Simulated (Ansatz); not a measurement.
`C[N](C)[In]([Cl])[N](C)C` + `C[O][AlH][NH2]` → `C[N](C)[In]([NH2])[Cl]` + `C[O][AlH][N](C)C`  (redistribution)

Program: Ansatz. Geometries: PBE0-D4/def2-TZVP. ΔE: electronic, gas phase. CBS: MP2 limit from def2 TZ/QZ plus the TZ coupled-cluster correction, frozen cores. This one scheme is used for every species. DFT in def2-TZVPP. B3LYP here is the variant with VWN-RPA as its local correlation; programs differ in this. def2 core potentials past Kr. For In outer-core shells are correlated without core-valence functions, which leaves a few kJ/mol of doubt a bond. Each species was taken in one conformer, which may not be the lowest.

| level | ΔE (kcal/mol) | difference from CCSD(T)/CBS |
| --- | --- | --- |
| PBE-D4 | -1.2 | -1.5 |
| r2SCAN-D4 | -1.1 | -1.4 |
| PBE0-D4 | -1.1 | -1.4 |
| B3LYP-D4 | -0.8 | -1.1 |
| ωB97X-V | -0.8 | -1.1 |
| ωB97M-V | -1.0 | -1.3 |
| B2PLYP | -1.0 | -1.3 |
| PBE | -1.7 | -2.0 |
| r2SCAN | -1.3 | -1.6 |
| PBE0 | -1.6 | -1.9 |
| B3LYP | -1.6 | -1.9 |
| HF/def2-TZVPP | -1.6 | -1.9 |
| MP2/def2-TZVPP | 0.0 | -0.3 |
| SCS-MP2/def2-TZVPP | -0.5 | -0.8 |
| CCSD/def2-TZVPP | -0.6 | -0.9 |
| CCSD(T)/def2-TZVPP | -0.5 | -0.8 |
| HF/def2-QZVPP | -1.4 | -1.7 |
| MP2/def2-QZVPP | 0.5 | 0.2 |
| SCS-MP2/def2-QZVPP | 0.0 | -0.3 |
| HF/CBS(def2) | -1.4 | -1.7 |
| MP2/CBS(def2) | 0.7 | 0.4 |
| CCSD/CBS(def2) | 0.1 | -0.2 |
| CCSD(T)/CBS | 0.3 | 0 |

Largest T1 diagnostic among the species: 0.014.

The D4 term adds +0.8 kcal/mol with B3LYP and +0.5 kcal/mol with PBE0; it sums over pairs of atoms, weighted by their polarisabilities, and B3LYP, whose exchange is more repulsive, gets the larger term. In def2-TZVPP, CCSD(T) changes the Hartree–Fock value by +1.2 kcal/mol (the triples alone add +0.2 kcal/mol) and MP2 by +1.6 kcal/mol.

CCSD(T)/CBS has its own doubt, a few kJ/mol and more with outer-core shells, so smaller differences from it don't rank the levels.
